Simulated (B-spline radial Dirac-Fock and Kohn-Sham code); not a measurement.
The Sr-like isoelectronic sequence (38 electrons), Z = 68 to 79

Model: ΔSCF Dirac-Fock with Breit, self-energy and vacuum polarisation, finite nucleus, configuration average. Program: a radial B-spline solver. Binding energies in eV, tabulated ground configurations ([Kr] 4d2 throughout). Correlation and solid-state effects are left out.

```tsv
ion	3p3/2	3d3/2	3d5/2	4p3/2	outermost level	NIST ionisation energy
Er³⁰⁺	2924.5	2567.0	2524.7	1277.8	1132.7 (4d)	1142 ± 4
Tm³¹⁺	?	?	?	?	?	?
Yb³²⁺	3203.5	2830.6	2781.8	1419.1	1265.3 (4d)	1275 ± 4
Lu³³⁺	3347.8	2967.2	2914.8	1492.5	1334.2 (4d)	1345 ± 5
Hf³⁴⁺	3495.4	3107.0	3050.9	1567.6	1404.8 (4d)	1417 ± 5
Ta³⁵⁺	3646.1	3250.0	3189.9	1644.6	1477.3 (4d)	1490 ± 5
W³⁶⁺	3800.2	3396.2	3332.0	1723.4	1551.4 (4d)	1569.1 ± 1.5
Re³⁷⁺	3957.4	3545.7	3477.0	1804.0	1627.4 (4d)	1641 ± 4
Os³⁸⁺	4117.9	3698.3	3625.1	1886.5	1705.0 (4d)	1720 ± 4
Ir³⁹⁺	4281.7	3854.2	3776.2	1970.7	1784.5 (4d)	1801 ± 4
Pt⁴⁰⁺	4448.8	4013.3	3930.2	2056.8	1865.7 (4d)	1883 ± 4
Au⁴¹⁺	4619.1	4175.7	4087.3	2144.7	1948.7 (4d)	1967 ± 4
```

Problem. Fill in the row of Tm³¹⁺.

Solution. 3p3/2 3062.4, 3d3/2 2697.2, 3d5/2 2651.8, 4p3/2 1347.5, outermost 1198.1 (4d), NIST 1207 ± 4 eV.

NIST's values are for the lowest levels; a dash marks a value that is missing or belongs to another shell. Their kind here: semi-empirical, theoretical. Where a p, d or f shell is open in either ion the computed value averages over both j values and all terms, while the table refers to the lowest levels; that difference holds spin-orbit splitting (largest in heavy or highly charged ions), term energies where several electrons share open shells, and correlation, and it can reach 10 % or more.
